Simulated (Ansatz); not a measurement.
System: dichlorosilane, sum formula SiH2Cl2, charge 0, multiplicity 1. 
Geometry from a B3LYP-D3(BJ)/def2-TZVP (Ansatz, a program for electronic structure) optimisation:
```
Si
H 1 1.4701
H 1 1.4701 2 112.80
Cl 1 2.0521 2 108.47 3 120.19
Cl 1 2.0521 2 108.47 3 -120.19
```

Basis-set convergence of Hartree-Fock and CCSD correlation energies (hartree) with Ansatz. Cores are frozen in the correlated levels unless marked. No spin-orbit coupling. No relativistic terms.

```csv
basis,functions,E(HF),"E(corr, CCSD)"
aug-cc-pV(D+d)Z,114,-1209.21974,-0.44283
aug-cc-pV(T+d)Z,211,___,___
```

Task: What belongs in the gaps?

Result: 
- aug-cc-pV(T+d)Z, E(HF): -1209.26235
- aug-cc-pV(T+d)Z, E(corr, CCSD): -0.55474
